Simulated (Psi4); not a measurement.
CH$_{3}$O$_{2}$, charge +1, singlet, at a GFN2-xTB geometry; CCSD(T)/6-31G** run with Psi4.

Input for Psi4:
```
memory 2 GB

molecule mol {
1 1
O    -0.996704   -0.486791   -0.020502
C     0.162609    0.529378   -0.007031
O     1.224370    0.115755    0.112384
H    -0.703626   -1.428893   -0.052034
H    -0.301851    1.512574   -0.077054
H    -1.791505   -0.291660   -0.563782
}

set {
  basis 6-31g**
  reference rhf
  freeze_core true
  mp2_type conv
  scf_type pk
  puream true
  d_convergence 1e-8
}

energy('ccsd(t)')
print_variables()
```

It wrote (shortened):

```
   => Loading Basis Set <=

    Name: 6-31G**
    Role: ORBITAL
    Keyword: BASIS

         ---------------------------------------------------------
                                   SCF
               by Justin Turney, Rob Parrish, Andy Simmonett
                          and Daniel G. A. Smith
                              RHF Reference
         ---------------------------------------------------------

  ==> Geometry <==

    Molecular point group: c1
    Full point group: C1

    Geometry (in Angstrom), charge = 1, multiplicity = 1:

       Center              X                  Y                   Z               Mass
    ------------   -----------------  -----------------  -----------------  -----------------
         O           -1.055707250179    -0.491220393334    -0.035114480971    15.994914619570
         C            0.103605749821     0.524948606666    -0.021643480971    12.000000000000
         O            1.165366749821     0.111325606666     0.097771519029    15.994914619570
         H           -0.762629250179    -1.433322393334    -0.066646480971     1.007825032230
         H           -0.360854250179     1.508144606666    -0.091666480971     1.007825032230
         H           -1.850508250179    -0.296089393334    -0.578394480971     1.007825032230

  Running in c1 symmetry.

  Rotational constants: A =      2.10407  B =      0.34843  C =      0.30110 [cm^-1]
  Rotational constants: A =  63078.43388  B =  10445.60612  C =   9026.71329 [MHz]
  Nuclear repulsion =   75.605060172708747

  Charge       = 1
  Multiplicity = 1
  Electrons    = 24
  Nalpha       = 12
  Nbeta        = 12

  ==> Algorithm <==

  SCF Algorithm Type is PK.
  DIIS enabled.
  MOM disabled.
  Fractional occupation disabled.
  Guess Type is SAD.
  Energy threshold   = 1.00e-08
  Density threshold  = 1.00e-08
  Integral threshold = 1.00e-12

  ==> Primary Basis <==

  Basis Set: 6-31G**
    Blend: 6-31G**
    Number of shells: 27
    Number of basis functions: 57
    Number of Cartesian functions: 60
    Spherical Harmonics?: true
    Max angular momentum: 2

  ==> Integral Setup <==

  Using in-core PK algorithm.
   Calculation information:
      Number of atoms:                   6
      Number of AO shells:              27
      Number of primitives:             60
      Number of atomic orbitals:        60
      Number of basis functions:        57

      Integral cutoff                 1.00e-12
      Number of threads:                 1

  Performing in-core PK
  Using 2734062 doubles for integral storage.
  We computed 70592 shell quartets total.
  Whereas there are 71631 unique shell quartets.

  ==> DiskJK: Disk-Based J/K Matrices <==

    J tasked:                  Yes
    K tasked:                  Yes
    wK tasked:                  No
    Schwarz Cutoff:          1E-12

  Minimum eigenvalue in the overlap matrix is 1.0622877213E-02.
  Reciprocal condition number of the overlap matrix is 2.5392780925E-03.
    Using symmetric orthogonalization.

  ==> Pre-Iterations <==

  SCF Guess: Superposition of Atomic Densities via on-the-fly atomic UHF (no occupation information).

   -------------------------
    Irrep   Nso     Nmo
   -------------------------
     A         57      57
   -------------------------
    Total      57      57
   -------------------------

  ==> Iterations <==

                        Total Energy        Delta E     RMS |[F,P]|

   @RHF iter SAD:  -188.63396190770055   -1.88634e+02   0.00000e+00
   @RHF iter   1:  -188.91435969218546   -2.80398e-01   8.49526e-03 DIIS/ADIIS
   @RHF iter   2:  -188.97530126579505   -6.09416e-02   6.65878e-03 DIIS/ADIIS
   @RHF iter   3:  -189.02622556440190   -5.09243e-02   9.01341e-04 DIIS/ADIIS
   @RHF iter   4:  -189.02784393277275   -1.61837e-03   2.84009e-04 DIIS/ADIIS
   @RHF iter   5:  -189.02804289777475   -1.98965e-04   1.15563e-04 DIIS/ADIIS
   @RHF iter   6:  -189.02809594690856   -5.30491e-05   4.86044e-05 DIIS
   @RHF iter   7:  -189.02810984205493   -1.38951e-05   1.62754e-05 DIIS
   @RHF iter   8:  -189.02811130020859   -1.45815e-06   3.13840e-06 DIIS
   @RHF iter   9:  -189.02811134559471   -4.53861e-08   5.73357e-07 DIIS
   @RHF iter  10:  -189.02811134677700   -1.18229e-09   9.56264e-08 DIIS
   @RHF iter  11:  -189.02811134680914   -3.21450e-11   2.24014e-08 DIIS
   @RHF iter  12:  -189.02811134681113   -1.98952e-12   7.63433e-09 DIIS
  Energy and wave function converged.

  ==> Post-Iterations <==

    Orbital Energies [Eh]
    ---------------------

    Doubly Occupied:

[...]
    Virtual:

[...]
    Final Occupation by Irrep:
              A
    DOCC [    12 ]
    NA   [    12 ]
    NB   [    12 ]

  @RHF Final Energy:  -189.02811134681113

   => Energetics <=

    Nuclear Repulsion Energy =             75.6050601727087468
    One-Electron Energy =                -401.8108792351400780
    Two-Electron Energy =                 137.1777077156201869
    Total Energy =                       -189.0281113468111300

Computation Completed

Properties will be evaluated at   0.000000,   0.000000,   0.000000 [a0]

Properties computed using the SCF density matrix

 Multipole Moments:

 ------------------------------------------------------------------------------------
     Multipole            Electronic (a.u.)      Nuclear  (a.u.)        Total (a.u.)
 ------------------------------------------------------------------------------------

 L = 1.  Multiply by 2.5417464519 to convert [e a0] to [Debye]
 Dipole X            :          0.7450523           -2.7874996           -2.0424473
 Dipole Y            :          0.0747499           -0.2092566           -0.1345068
 Dipole Z            :          0.0300357           -0.6903397           -0.6603040
 Magnitude           :                                                    2.1507404

 ------------------------------------------------------------------------------------

 MINTS: Wrapper to libmints.
   by Justin Turney

   Calculation information:
[...]
	Reference energy             =   -189.02811134681235

            **************************
            *                        *
            *        CCENERGY        *
            *                        *
            **************************

    Nuclear Rep. energy (wfn)     =   75.605060172708747
    SCF energy          (wfn)     = -189.028111346811130
    Reference energy    (file100) = -189.028111346812352

    Input parameters:
    -----------------
    Wave function   =     CCSD_T
    Reference wfn   =     RHF
    Brueckner       =     No
    Maxiter         =     50
    R_Convergence   =     1.0e-07
    E_Convergence   =     1.0e-06
    Restart         =     Yes
    DIIS            =     Yes
    AO Basis        =     NONE
    ABCD            =     NEW
    Cache Level     =     2
    Cache Type      =     LOW
    Print Level     =     1
    Num. of threads =     1
    # Amps to Print =     10
    Print MP2 Amps? =     No
    Analyze T2 Amps =     No
    Print Pair Ener =     No
    Local CC        =     No
    SCS-MP2         =     False
    SCSN-MP2        =     False
    SCS-CCSD        =     False

MP2 correlation energy -0.4898756822187559
                Solving CC Amplitude Equations
                ------------------------------
  Iter             Energy              RMS        T1Diag      D1Diag    New D1Diag    D2Diag
  ----     ---------------------    ---------   ----------  ----------  ----------   --------
     0        -0.489875682218756    0.000e+00    0.000000    0.000000    0.000000    0.152834
     1        -0.485413609251559    7.253e-02    0.013490    0.040480    0.040480    0.151928
     2        -0.498877667696060    2.776e-02    0.012807    0.037765    0.037765    0.163452
     3        -0.503372370837165    1.249e-02    0.015520    0.047171    0.047171    0.170168
     4        -0.503218014395453    2.865e-03    0.015959    0.048703    0.048703    0.171588
     5        -0.503263951873178    1.249e-03    0.016156    0.049715    0.049715    0.172173
     6        -0.503287042483625    3.870e-04    0.016221    0.050049    0.050049    0.172256
     7        -0.503274087546272    1.681e-04    0.016236    0.050170    0.050170    0.172210
     8        -0.503271139336930    6.083e-05    0.016242    0.050222    0.050222    0.172186
     9        -0.503273557189798    2.208e-05    0.016244    0.050235    0.050235    0.172180
    10        -0.503272370581954    1.005e-05    0.016244    0.050240    0.050240    0.172175
    11        -0.503272782565152    4.307e-06    0.016244    0.050240    0.050240    0.172174
    12        -0.503272587732947    2.018e-06    0.016244    0.050240    0.050240    0.172174
    13        -0.503272603883016    9.818e-07    0.016244    0.050239    0.050239    0.172174
    14        -0.503272610018261    3.648e-07    0.016244    0.050240    0.050240    0.172175
    15        -0.503272612703643    1.401e-07    0.016244    0.050239    0.050239    0.172175
    16        -0.503272613446700    5.519e-08    0.016244    0.050239    0.050239    0.172175

    Iterations converged.

    Largest TIA Amplitudes:
              8   4         0.0260101067
              8   1         0.0256254883
              6   0        -0.0237973200
              7   0         0.0200534941
              4   4        -0.0163629415
              7   6        -0.0145135573
              5   0        -0.0118291926
              7  16        -0.0118277892
              8   5         0.0110730227
              4   3        -0.0108615080

    Largest TIjAb Amplitudes:
      7   7   0   0        -0.0966137227
      6   7   0   0         0.0313128639
      7   6   0   0         0.0313128639
      7   8   0   4        -0.0285422958
      8   7   4   0        -0.0285422958
      7   7   0  16        -0.0273509934
      7   7  16   0        -0.0273509934
      4   4   4   4        -0.0273260076
      8   8   4   4        -0.0259239515
      8   8  17  17        -0.0232162940

    SCF energy       (wfn)                    = -189.028111346811130
    Reference energy (file100)                = -189.028111346812352

    Opposite-spin MP2 correlation energy      =   -0.361702861980503
    Same-spin MP2 correlation energy          =   -0.128172820238253
    Singles MP2 correlation energy            =   -0.000000000000000
    MP2 correlation energy                    =   -0.489875682218756
      * MP2 total energy                      = -189.517987029031104

    Opposite-spin CCSD correlation energy     =   -0.392309083624366
    Same-spin CCSD correlation energy         =   -0.110963529822334
    Singles CCSD correlation energy           =    0.000000000000000
    CCSD correlation energy                   =   -0.503272613446700
      * CCSD total energy                     = -189.531383960259063

            **************************
            *                        *
            *        CCTRIPLES       *
            *                        *
            **************************

    Wave function   =    CCSD_T
    Reference wfn   =      RHF

    Nuclear Rep. energy (wfn)                =   75.605060172708747
    SCF energy          (wfn)                = -189.028111346811130
    Reference energy    (file100)            = -189.028111346812352
    CCSD energy         (file100)            =   -0.503272613446700
    Total CCSD energy   (file100)            = -189.531383960259063

    Number of ijk index combinations:              165
    Approx. words needed per explicit thread:          364500
    Number of threads for explicit ijk threading:    1

    MKL num_threads set to 1 for explicit threading.

    (T) energy                                =   -0.014661135191941
      * CCSD(T) total energy                  = -189.546045095451007

  Variable Map:
  ----------------------------------------------------------------------------
[...]
  Array Variable Map:
  ----------------------------------------------------------------------------
[...]
[...]
```
